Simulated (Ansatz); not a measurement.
Two isomers of C7H12: A = `CCC1C=CCC1`, B = `CCC1=CCCC1`.

Computed with Ansatz on PBE0-D4/def2-TZVP structures; ΔE is electronic, products minus reactants. CBS: MP2 limit from def2 TZ/QZ plus the TZ coupled-cluster correction, frozen cores. DFT in def2-TZVPP. B3LYP here is the variant with VWN-RPA as its local correlation; programs differ in this. Each species was taken in one conformer, which may not be the lowest.

Q: Which isomer does CCSD(T)/CBS put lower? Give the gap. (Best estimate.)

A: Ansatz gave: B, by 1.7 kcal/mol.

Q: Give E(B) − E(A) in kcal/mol with B3LYP-D4, BLYP-D4, CCSD/def2-TZVPP, PBE-D4, ωB97M-V, B2PLYP, LDA (SPW92). (Estimate.)

A: Computed: B3LYP-D4 -2.6, BLYP-D4 -2.6, CCSD/def2-TZVPP -1.8, PBE-D4 -2.7, ωB97M-V -1.9, B2PLYP -2.4, LDA (SPW92) -2.4. None reverses the order clearly.

Largest T1 diagnostic: 0.010.

Leaving LDA and LC-ωPBE aside and taking each functional with its dispersion term where it has one, the values spread over 0.8 kcal/mol, from PBE-D4 to ωB97M-V.
